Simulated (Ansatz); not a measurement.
Consider the redistribution: `[NH2][Al]([F])[SH]` + `CO[SiH2][SiH2]N` → `N[SiH2][Al]([NH2])[F]` + `CO[SiH2]S`.

Isolated molecules relaxed with PBE0-D4/def2-TZVP in Ansatz; ΔE leaves out vibrations. CCSD(T)/CBS is the MP2 limit (def2-TZVPP, def2-QZVPP) plus CCSD(T) − MP2 in def2-TZVPP, frozen cores. This one scheme is used for every species. DFT in def2-TZVPP. One conformer a species, not always the lowest.

```csv
level,ΔE (kJ/mol)
ωB97X-V,36.4
ωB97M-V,36.5
PBE,30.9
CCSD/CBS(def2),36.6
```

Problem. What does CCSD(T)/CBS give? (Estimate.)

Solution. Computed: +36.3 kJ/mol. The listed levels differ from it by 0.1, 0.2, -5.4, 0.3 kJ/mol.

Largest T1 diagnostic among the species: 0.012.

The D4 term adds +3.9 kJ/mol with B3LYP and +2.3 kJ/mol with PBE0; it sums over pairs of atoms, weighted by their polarisabilities, and B3LYP, whose exchange is more repulsive, gets the larger term.

B3LYP here is the variant with VWN-RPA as its local correlation; programs differ in this.
